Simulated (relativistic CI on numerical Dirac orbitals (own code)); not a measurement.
## Ta³⁺ (5d2) in a crystal field

Calculated by Dirac-Coulomb-Breit CI, separate exchange-only KLI orbitals for each configuration, model QED, valence Slater integrals scaled by 0.7, one configuration in a parametric crystal field (own radial code).

Field parameters in Wybourne normalisation: D3d B²₀ = −7Dσ, B⁴₀ = −14Dq − 21Dτ, B⁴₃ = −14√(10/7) Dq. The field is a parameter set, without covalency.

S is read from ⟨S²⟩ = S(S + 1).

Powder χT (cm³ K mol⁻¹) by Van Vleck's formula, with temperature-independent terms:

| Field | 2 K | 5 K | 10 K | 20 K | 50 K | 100 K | 200 K | 300 K |
| --- | --- | --- | --- | --- | --- | --- | --- | --- |
| D3d, 10Dq = 26850, Dσ = -1200, Dτ = 160 cm⁻¹ | 0.00498 | 0.0124 | 0.0249 | 0.0498 | 0.123 | 0.206 | 0.269 | 0.301 |
| D3d, 10Dq = 26850, Dσ = 1200, Dτ = 160 cm⁻¹ | 0.0698 | 0.0714 | 0.074 | 0.0792 | 0.095 | 0.121 | 0.173 | 0.223 |
| D3d, 10Dq = 26850, Dσ = 980, Dτ = 160 cm⁻¹ | 0.0644 | 0.0659 | 0.0685 | 0.0736 | 0.0889 | 0.114 | 0.165 | 0.213 |
| D3d, 10Dq = 26850, Dσ = 760, Dτ = 160 cm⁻¹ | 0.0592 | 0.0607 | 0.0632 | 0.0682 | 0.0831 | 0.108 | 0.158 | 0.204 |
| D3d, 10Dq = 26850, Dσ = 550, Dτ = 160 cm⁻¹ | 0.0543 | 0.0558 | 0.0582 | 0.0631 | 0.0778 | 0.102 | 0.15 | 0.196 |
| D3d, 10Dq = 26850, Dσ = 330, Dτ = 160 cm⁻¹ | 0.0492 | 0.0506 | 0.053 | 0.0578 | 0.0722 | 0.0961 | 0.143 | 0.186 |
| D3d, 10Dq = 26850, Dσ = 110, Dτ = 160 cm⁻¹ | 0.0437 | 0.0451 | 0.0475 | 0.0522 | 0.0664 | 0.09 | 0.136 | 0.176 |
| D3d, 10Dq = 26850, Dσ = -110, Dτ = 160 cm⁻¹ | 0.0371 | 0.0385 | 0.0409 | 0.0456 | 0.0597 | 0.0831 | 0.127 | 0.165 |

**Question.** For D3d, 10Dq = 26850, Dσ = -1200, Dτ = 160 cm⁻¹: what effective moment follows at 300 K?

**Answer.** μ_eff = √(8χT) = 1.55 μB. The ground level has S = 0.98; the spin-only moment for S = 1 is 2.83 μB. The difference comes from the orbital moment, spin-orbit mixing of terms and temperature-independent paramagnetism, all larger in this ionic model than in covalent complexes. The ground level is a non-magnetic singlet, so χT starts at zero and rises through temperature-independent paramagnetism and the filling of excited levels.
